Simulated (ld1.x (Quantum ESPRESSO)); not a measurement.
## zirconium (Zr): TM pseudisation with PBE, scalar-relativistic reference atom.

ld1.x (Quantum ESPRESSO) 7.5 input, shortened:

```
&input
   title='Zr', zed=40., rel=1, dft='PBE', iswitch=3,
   config='[Kr] 4d2 5s2 5p0'
 /
 &inputp
   pseudotype=2, tm=.true., lloc=-1, rcloc=2.05,
   nlcc=.true., rcore=1.30
 /
3
5S  1  0   2.00   0.00  2.80  2.80  0.0
4P  2  1   6.00   0.00  2.25  2.25  0.0
4D  3  2   2.00   0.00  2.50  2.50  0.0
 &test
   configts(1)='4p6 4d2 5s2 5p0'
 /
```

Poles of the logarithmic derivatives, all-electron (AE) and pseudo (PS). s: poles at -4.0, 1.6 (AE) and -3.1, 1.4 (PS) Ry. p: poles at -2.3, 2.6 (AE) and -2.3, 2.2 (PS) Ry. d: poles at 0.1, 4.5 (AE) and 0.1, 4.6 (PS) Ry. Test radius 3.06 bohr.

* Cutoffs needed: 25 Ry and 35 Ry (the cutoffs (Ry, on a coarse ladder) from which the occupation-weighted sum of valence levels, in a spherical-Bessel basis at the reference potential, stays within 10 and 1 mRy of its value at 400 Ry)
* Ghost test: ghost state, extra bound levels that the all-electron valence spectrum of the same l lacks: s at -42.5 eV; a true bound ghost makes a file unfit for plane-wave use (spherical-Bessel basis up to 400 Ry, 20 bohr box)
* Largest excitation error: +169 meV (all-electron minus pseudo) for 4p6 4d1 5s2 5p1, out of 7 test configurations
